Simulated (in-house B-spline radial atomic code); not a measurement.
Atomic self-consistent-field run: Tm IV (Tm3+) (an excited or competing configuration). Method: scalar-relativistic (X2C) LDA exchange-only, spin-polarised, spherical fractional occupations, Fermi nucleus of rms radius 5.2256 fm. Calculated with an all-electron radial atomic-structure program (B-spline basis).

Command:
```bash
python run_scf.py task.json out
```
Settings (nuclear radius in fm, mass in u):
```
Z                69
configuration    [Xe] 4f11 5d1
hamiltonian      x2c
method           lda,
spin_polarised   True
nucleus          fermi
rms_radius       5.2256
atomic_mass      168.93422
speed_of_light   137.035999084
```

Output (hartree, bohr):
```
 radial grid: 72 intervals, B-splines of order 8, outer radius 39.1892 bohr

 iter        energy (Eh)    residual
    1      -13543.337550    4.30e-01
    2      -13539.658499    6.45e-01
    3      -13548.685038    1.73e-01
    4      -13549.119372    5.16e-02
    5      -13548.850183    1.16e-01
    6      -13549.213813    3.77e-03
    7      -13549.214195    6.38e-04
    8      -13549.214209    4.75e-05
    9      -13549.214209    1.07e-06
   10      -13549.214209    1.38e-07

 total energy                    -13549.21421
 kinetic                           15011.3195
 electron-nucleus                 -33521.6400
 Hartree                            5233.0975
 exchange-correlation               -271.9911

 orbital      occ     eigenvalue          <r>       <r^2>       <1/r>       r_max
 1s up      1.000     -2171.4988    0.0192689 0.000517015      85.661     0.01172
 1s down    1.000     -2171.4989    0.0192689 0.000517015      85.661     0.01172
 2s up      1.000      -367.6173     0.084216  0.00844335     19.8877     0.07181
 2s down    1.000      -367.6132    0.0842148  0.00844307      19.888     0.07181
 2p up      3.000      -325.7675    0.0749447  0.00687528     17.1514     0.05803
 2p down    3.000      -325.7644    0.0749435    0.006875     17.1515     0.05803
 3s up      1.000       -83.8433     0.220857   0.0558874     7.15216      0.2037
 3s down    1.000       -83.7852     0.220778    0.055847     7.15549      0.2036
 3p up      3.000       -71.1026     0.219918   0.0561641     6.41337      0.2002
 3p down    3.000       -71.0449     0.219821   0.0561144     6.41649      0.2001
 3d up      5.000       -54.9127      0.20003   0.0469663     6.00922      0.1632
 3d down    5.000       -54.8671     0.199914    0.046908     6.01209      0.1631
 4s up      1.000       -17.7465     0.497291    0.279494     2.97224      0.4648
 4s down    1.000       -17.6304     0.497393    0.279617     2.97114      0.4647
 4p up      3.000       -13.5262     0.526504    0.315665     2.65704      0.4851
 4p down    3.000       -13.4121       0.5267    0.315919     2.65563      0.4851
 4d up      5.000        -7.8168     0.568144    0.374627     2.33717      0.5005
 4d down    5.000        -7.7053     0.568687     0.37543     2.33484      0.5005
 5s up      1.000        -3.2131      1.18998     1.59162     1.13603       1.071
 5s down    1.000        -3.1431      1.19356     1.60104     1.13149       1.074
 5p up      3.000        -2.1752      1.38191     2.16164    0.950711       1.211
 5p down    3.000        -2.1117      1.38629      2.1749    0.946739       1.215
 4f up      7.000        -1.5831     0.714592     0.65266     1.80162      0.4874
 4f down    4.000        -1.4779     0.721819     0.66875      1.7905      0.4883
 5d up      1.000        -0.9744      1.99332     4.58453    0.641533        1.64
```

Run time, properties included: 0.18 s on 1 thread of AMD EPYC 9R14 (shared host).

One-electron X2C: radii and densities carry no picture-change correction, so inner-shell <1/r> comes out high (for 1s by about 2 % at Z = 33, 5 % at 54, 10 % at 75, 30 % at 118) and <r> low.
